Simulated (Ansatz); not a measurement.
Gas-phase electronic energies from Ansatz, PBE0-D4/def2-TZVP geometries. CCSD(T)/CBS adds triple-zeta CCSD(T) − MP2 to the extrapolated MP2 energy (def2 sets, frozen cores). DFT in def2-TZVPP. B3LYP here is the variant with VWN-RPA as its local correlation; programs differ in this. For Ge outer-core shells are correlated without core-valence functions, which leaves a few kJ/mol of doubt a bond. Scalar relativity is left out up to krypton. One conformer a species, not always the lowest.

Reaction (redistribution): `O[SiH2]OP` + `[BH2][GeH2][SiH2][SiH3]` → `[BH2][GeH2][PH2]` + `O[SiH2]O[SiH2][SiH3]`

`O[SiH2]OP`:

```xyz
9

O     0.363   -0.556    1.917
Si    0.675    0.557    0.757
O    -0.463    0.567   -0.434
P    -0.772   -0.664   -1.481
H     0.624   -1.463    1.755
H     1.999    0.282    0.140
H     0.596    1.880    1.400
H    -0.832    0.089   -2.688
H    -2.191   -0.693   -1.365
```

`[BH2][GeH2][SiH2][SiH3]`:

Z-matrix (Å, degrees):
```
Ge
Si 1 2.399
B 1 2.040 2 104.8
H 1 1.540 2 106.3 3 -121.1
H 1 1.540 2 107.8 3 122.7
Si 2 2.336 1 109.8 3 57.4
H 2 1.490 1 109.3 3 178.8
H 2 1.490 1 109.4 3 -62.9
H 3 1.194 1 120.8 2 89.2
H 3 1.194 1 120.3 2 -85.8
H 6 1.489 2 109.1 1 -61.1
H 6 1.488 2 111.9 1 178.6
H 6 1.488 2 109.9 1 57.7
```

`[BH2][GeH2][PH2]`:

Cartesian coordinates in Å:
```
B 1.658 -0.574 -0.297
Ge -0.071 -0.186 0.730
P -1.667 0.206 -0.943
H 1.860 -1.660 -0.749
H 2.447 0.296 -0.518
H 0.006 1.020 1.685
H -0.609 -1.395 1.518
H -2.555 0.871 -0.056
H -1.068 1.422 -1.370
```

`O[SiH2]O[SiH2][SiH3]`:

```xyz
13

O     0.390    2.620    0.662
Si    1.367    1.358    0.292
O     0.841   -0.045    0.936
Si   -0.348   -1.174    0.811
Si   -1.225   -1.278   -1.363
H     0.389    2.944    1.564
H     1.335    1.274   -1.186
H     2.735    1.570    0.822
H    -1.436   -0.850    1.775
H     0.229   -2.489    1.195
H    -2.300   -2.309   -1.400
H    -0.172   -1.653   -2.345
H    -1.805    0.032   -1.763
```

| level | ΔE (kJ/mol) |
| --- | --- |
| r2SCAN-D4 | -105.1 |
| B3LYP-D4 | -106.0 |
| ωB97X-V | -103.4 |
| MP2/def2-TZVPP | -110.8 |
| CCSD(T)/def2-TZVPP | -107.2 |
| HF/def2-QZVPP | -116.9 |
| SCS-MP2/def2-QZVPP | -110.0 |
| MP2/CBS(def2) | -109.4 |

Q: What does CCSD(T)/CBS give? (Best estimate.)

A: The calculation gave: -105.7 kJ/mol. The listed levels differ from it by 0.6, -0.3, 2.3, -5.1, -1.5, -11.2, -4.3, -3.7 kJ/mol.

Largest T1 diagnostic among the species: 0.013.

From PBE to PBE0 (25 % exact exchange), in def2-TZVPP and without D4, ΔE moves by −4.7 kJ/mol. In def2-TZVPP, CCSD(T) changes the Hartree–Fock value by +9.8 kJ/mol (the triples alone add +1.6 kJ/mol) and MP2 by +6.1 kJ/mol.
